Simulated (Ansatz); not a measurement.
GeH3 (SMILES [GeH3]): methods side by side

The species is GeH3 (4 atoms), meant as a doublet with charge 0. As SMILES, `[GeH3]`. The shape was relaxed beforehand at B3LYP/def2-SVP.

Each level gives the adiabatic electron affinity (to the singlet anion, shapes relaxed at B3LYP/def2-SVP, no zero-point term) (eV). The values are calculated.

The electron affinity is E(neutral) − E(anion): positive where the electron is bound.

| level | kind | program | value (eV) |
| --- | --- | --- | --- |
| UHF/def2-TZVPP | Hartree–Fock | Ansatz | 0.26 |
| USVWN5/def2-TZVPP | LDA | Ansatz | 1.58 |
| UPBE/def2-TZVPP | GGA | Ansatz | 1.39 |
| U-r2SCAN/def2-TZVPP | meta-GGA | Ansatz | 1.32 |
| UB3LYP/def2-TZVPP | global hybrid | Ansatz | 1.45 |
| UPBE0-D4/def2-TZVPP | global hybrid | Ansatz | 1.34 |
| UCAM-B3LYP/def2-TZVPP | range-separated hybrid | Ansatz | 1.39 |
| UB2PLYP/def2-TZVPP | double hybrid | Ansatz | 1.29 |
| RPA@PBE/def2-TZVPP | RPA | Ansatz | 1.53 |
| UMP2/def2-TZVPP | perturbation theory | Ansatz | 1.14 |

All-electron rows without a relativistic Hamiltonian named are non-relativistic. The values span 0.26 to 1.58 eV. In the correlated wave-function rows the outer d shell of Ge is correlated, in sets not made for it.
